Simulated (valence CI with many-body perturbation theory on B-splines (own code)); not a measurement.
**Level structure of Re⁶⁸⁺**

Method: relativistic CI+MBPT: five valence electrons over a frozen Dirac-Fock core [He], a basis of 9 s, 9 p, 8 d, 6 f, 3 g, 1 h functions for each j, with the one-electron correlation potential Σ1 (screened to all orders), the two-electron term Σ2, the three-electron term Σ3, Breit, model QED; selected single and double excitations, second order for the rest (own B-spline code, finite nucleus).

No measured spectrum was set against this ion. As an estimate, large intervals hold to a few tenths of a per cent, small ones and those within an open d or f shell to about a per cent. Among the levels kept, up to 1200 cm⁻¹ of a level comes from second order outside the variational space, and about a tenth of that is noise between levels of different J, which matters for small intervals.

Levels 46 to 75 of 75, with energies above the lowest level, (2s^2 2p1/2^2 2p3/2) J=3/2. "Leading %" is the weight of the configuration and term that name the level; weights of strongly mixed levels are sums over their largest components and can fall short. In the jj column 3d3/2^4 stands for four electrons in 3d with j = 3/2. Lifetimes count E1, E2, E3, M1 and M2 decay at the calculated energies, and are blank where another channel may lead or the interval is too uncertain; long ones can be off by a factor of two.

```csv
No.,Configuration,Term,J,E (Ry),Leading %,Second component,Lifetime,Leading jj
46,2s²2p²3d,⁴D,1/2,823.53,79,15 % 2s²2p²3d ²P,3.55 fs,2s^2 2p1/2 2p3/2 3d3/2 (100 %)
47,2s²2p²3d,²G,7/2,824.37,55,25 % 2s²2p²3d ²F,27.4 fs,2s^2 2p1/2 2p3/2 3d3/2 (99 %)
48,2s²2p²3d,²D,5/2,825.54,37,32 % 2s²2p²3d ²F,524 as,2s^2 2p1/2 2p3/2 3d3/2 (98 %)
49,2s²2p²3d,²D,3/2,825.96,47,17 % 2s²2p²3d ²P,508 as,2s^2 2p1/2 2p3/2 3d3/2 (99 %)
50,2s²2p²3d,²P,1/2,826.70,38,32 % 2s²2p²3d ⁴P,476 as,2s^2 2p1/2 2p3/2 3d3/2 (99 %)
51,2s²2p²3d,⁴D,7/2,830.92,46,38 % 2s²2p²3d ⁴F,26.9 fs,2s^2 2p1/2 2p3/2 3d5/2 (98 %)
52,2s²2p²3d,²P,3/2,832.34,40,25 % 2s²2p²3d ⁴P,832 as,2s^2 2p1/2 2p3/2 3d5/2 (99 %)
53,2s²2p²3d,²G,9/2,832.40,65,35 % 2s²2p²3d ⁴F,5.35 ps,2s^2 2p1/2 2p3/2 3d5/2 (100 %)
54,2s²2p²3d,²F,5/2,832.51,44,20 % 2s²2p²3d ⁴P,646 as,2s^2 2p1/2 2p3/2 3d5/2 (99 %)
55,2s²2p²3d,²D,5/2,833.73,59,26 % 2s²2p²3d ⁴P,450 as,2s^2 2p1/2 2p3/2 3d5/2 (98 %)
56,2s²2p²3d,²F,7/2,834.34,70,12 % 2s²2p²3d ⁴F,402 as,2s^2 2p1/2 2p3/2 3d5/2 (98 %)
57,2s²2p²3d,²D,3/2,834.86,57,29 % 2s²2p²3d ²P,599 as,2s^2 2p1/2 2p3/2 3d5/2 (99 %)
58,2s²2p²3d,²P,1/2,835.24,56,37 % 2s²2p²3d ²S,570 as,2s^2 2p1/2 2p3/2 3d5/2 (99 %)
59,2s2p³3p,⁴D,7/2,838.44,49,26 % 2s2p³3p ⁶P,71.6 fs,2s 2p1/2^2 2p3/2 3p3/2 (98 %)
60,2s2p³3p,²P,3/2,839.17,31,29 % 2s2p³3p ⁴P,2.93 fs,2s 2p1/2^2 2p3/2 3p3/2 (98 %)
61,2s2p³3p,⁴P,5/2,840.53,38,21 % 2s2p³3p ²D,3.14 fs,2s 2p1/2^2 2p3/2 3p3/2 (99 %)
62,2s2p³3p,²P,1/2,840.86,40,23 % 2s2p³3p ⁴P,1.84 fs,2s 2p1/2^2 2p3/2 3p3/2 (99 %)
63,2s2p³3p,²D,5/2,845.57,33,20 % 2s2p³3p ⁴P,3.79 fs,2s 2p1/2^2 2p3/2 3p3/2 (99 %)
64,2s2p³3d,⁴D°,5/2,845.97,30,17 % 2s2p³3d ⁶D°,6.08 fs,2s 2p1/2^2 2p3/2 3d3/2 (99 %)
65,2s2p³3d,⁴D°,3/2,846.37,29,22 % 2s2p³3d ⁶D°,2.86 fs,2s 2p1/2^2 2p3/2 3d3/2 (100 %)
66,2s2p³3d,²F°,7/2,846.62,25,23 % 2s2p³3d ⁴F°,34.6 fs,2s 2p1/2^2 2p3/2 3d3/2 (97 %)
67,2s2p³3d,⁴P°,1/2,846.73,47,26 % 2s2p³3d ⁶D°,6.59 fs,2s 2p1/2^2 2p3/2 3d3/2 (100 %)
68,2s2p³3p,²P,3/2,846.90,37,13 % 2s2p³3p ⁴D,4.34 fs,2s 2p1/2^2 2p3/2 3p3/2 (99 %)
69,2s2p³3p,⁴P,1/2,847.27,38,26 % 2s2p³3p ²P,31.3 fs,2s 2p1/2^2 2p3/2 3p3/2 (99 %)
70,2s2p³3d,²D°,3/2,852.50,36,17 % 2s2p³3d ⁴F°,6.36 fs,2s 2p1/2^2 2p3/2 3d3/2 (91 %)
71,2s2p³3d,²F°,5/2,852.99,37,21 % 2s2p³3d ⁴G°,12.2 fs,2s 2p1/2^2 2p3/2 3d3/2 (99 %)
72,2s2p³3d,⁴D°,1/2,853.67,47,30 % 2s2p³3d ²P°,2.75 fs,2s 2p1/2^2 2p3/2 3d3/2 (98 %)
73,2s2p³3d,⁴F°,9/2,853.72,51,26 % 2s2p³3d ⁶D°,5.21 ps,2s 2p1/2^2 2p3/2 3d5/2 (100 %)
74,2s2p³3d,⁴D°,5/2,855.61,30,19 % 2s2p³3d ²D°,745 as,2s 2p1/2^2 2p3/2 3d5/2 (99 %)
75,2s2p³3d,⁴D°,7/2,856.09,41,21 % 2s2p³3d ²F°,471 as,2s 2p1/2^2 2p3/2 3d5/2 (97 %)
```
